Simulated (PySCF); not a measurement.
## Polarisability and C₆ of Si+ (silicon, charge +1)

[Ne] 3s1 3p2, high-spin 4P determinant (an excited configuration). Calculation: PySCF 2.14, in dyall-av3z (19s12p3d2f, 84 functions); scalar relativity by spin-free X2C-1e. Coupled (time-dependent) response in atomic units; α is the mean over directions.

| method | mean α (bohr³) | α xx, yy, zz | C₆ (like pair) | S(−4) |
| --- | --- | --- | --- | --- |
| UHF | 17.48 | 18.03, 17.21, 17.21 | 88.37 | 122.4 |
| PBE | 18.02 | 17.91, 18.08, 18.08 | 91.45 | 135.5 |
| PBE0 | 17.73 | 17.84, 17.67, 17.67 | 89.59 | 129.2 |
| TPSSh | 17.78 | 17.87, 17.74, 17.74 | 90.57 | 128.8 |

S(−4) is the Cauchy moment in α(ω) = α(0) + S(−4) ω² + …

α(iu) at UHF:

| u (hartree) | α(iu) (bohr³) |
| --- | --- |
| 0 | 17.48 |
| 0.0500 | 17.18 |
| 0.100 | 16.34 |
| 0.200 | 13.69 |
| 0.300 | 10.80 |
| 0.500 | 6.520 |
| 0.750 | 3.729 |
| 1.00 | 2.362 |
| 1.50 | 1.185 |
| 2.00 | 0.7178 |
| 3.00 | 0.3564 |
| 5.00 | 0.1501 |

For an ion, C₆ is the dispersion term alone; charge-induced terms of lower order in 1/R come first.

The components differ because the open shell of this determinant is not spherical; for a pure term their mean is the scalar polarisability.
